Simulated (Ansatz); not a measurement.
# Cost against result

The pair of Li⁺ (SMILES [Li+], atom 1) and CH₄S (SMILES CS, atoms 2–7), both closed shells, in one local arrangement (a lower one may exist), relaxed at PBE0-D4/def2-TZVP:

```xyz
7
angstrom
Li 0.2243 -0.1707 -2.6963
C -0.3745 0.3453 0.6629
S 0.1803 -0.9553 -0.4735
H 0.1532 1.2816 0.5000
H -0.2300 -0.0077 1.6817
H -1.4408 0.4767 0.4826
H 1.4874 -0.9699 -0.1576
```

Interaction energies are counterpoise-corrected; the time is that of the whole pair.

Ansatz 0.2.0; basis: as named in each row; cores frozen in the correlated methods. The outer core shell of Li, Na, Mg and K is correlated. B3LYP uses VWN-RPA correlation. Extrapolation: Hartree–Fock as exp(−7.88 √X), correlation as X^−2.97.

Times are rough, for one single point on 2 threads of a shared host (Arm Neoverse V1).

The estimate by CCSD(T) at an estimated basis limit (MP2 extrapolated from triple and quadruple zeta, plus CCSD(T) − MP2 in triple zeta) is -1.229 eV.

| method | basis | time (s) | interaction energy (eV) | method less estimate |
| --- | --- | --- | --- | --- |
| HF | STO-3G | under 1 | -1.672 | -0.443 |
| PBE-D4 | STO-3G | under 1 | -1.873 | -0.645 |
| SPW92 | def2-SVP | under 1 | -1.351 | -0.123 |
| B3LYP-D4 | 6-31G | under 1 | -1.219 | 0.010 |
| PBE-D4 | def2-SVP | under 1 | -1.308 | -0.079 |
| CCSD(T) | def2-SVP | under 1 | -1.139 | 0.089 |
| PBE0-D4 | def2-SVP | under 1 | -1.291 | -0.063 |
| PBE-D4 | def2-TZVPPD | 2 | -1.312 | -0.083 |
| revPBE-D4 | def2-TZVPPD | 2 | -1.281 | -0.052 |
| BLYP-D4 | def2-TZVPPD | 2 | -1.302 | -0.073 |
| PBE0-D4 | def2-TZVPPD | 2 | -1.311 | -0.083 |
| HSE06-D4 | def2-TZVPPD | 3 | -1.312 | -0.083 |
| B3LYP-D4 | def2-TZVPPD | 3 | -1.311 | -0.082 |
| r2SCAN-D4 | def2-TZVPPD | 3 | -1.218 | 0.011 |
| wB97M-V | def2-SVP | 4 | -1.254 | -0.025 |
| B2PLYP | def2-TZVPPD | 5 | -1.267 | -0.038 |
| wB97X-V | def2-TZVPPD | 7 | -1.275 | -0.046 |
| B97M-V | def2-TZVPPD | 8 | -1.231 | -0.003 |
| wB97M-V | def2-TZVPPD | 8 | -1.257 | -0.028 |
| MP2 | def2-QZVPPD | 10 | -1.220 | 0.009 |
| CCSD(T) | def2-TZVPPD | 21 | -1.189 | 0.040 |

The T1 diagnostic stays at or below 0.010.
